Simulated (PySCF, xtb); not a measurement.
H2MoOS3, SMILES [OH][Mo](=[S])(=[S])[SH], multiplicity 1. The values are those of a single conformer.

Harmonic wavenumbers (cm⁻¹) from xtb with GFN2-xTB at its own minimum, in rising order: 107, 118, 136, 144, 148, 245, 316, 398, 500, 510, 534, 559, 614, 2335, 3573.

Question: What does PBE-D3(BJ)/def2-SVP in PySCF 2.14.0 give at its own minimum? (The exact figures need the calculation; the answer reports its results.)

Answer: 130, 139, 171, 175, 201, 292, 328, 390, 536, 546, 595, 624, 708, 2585, 3701. Paired by order, the mean absolute difference is 60 cm⁻¹ and the zero-point energies are 14.6 and 15.9 kcal/mol.
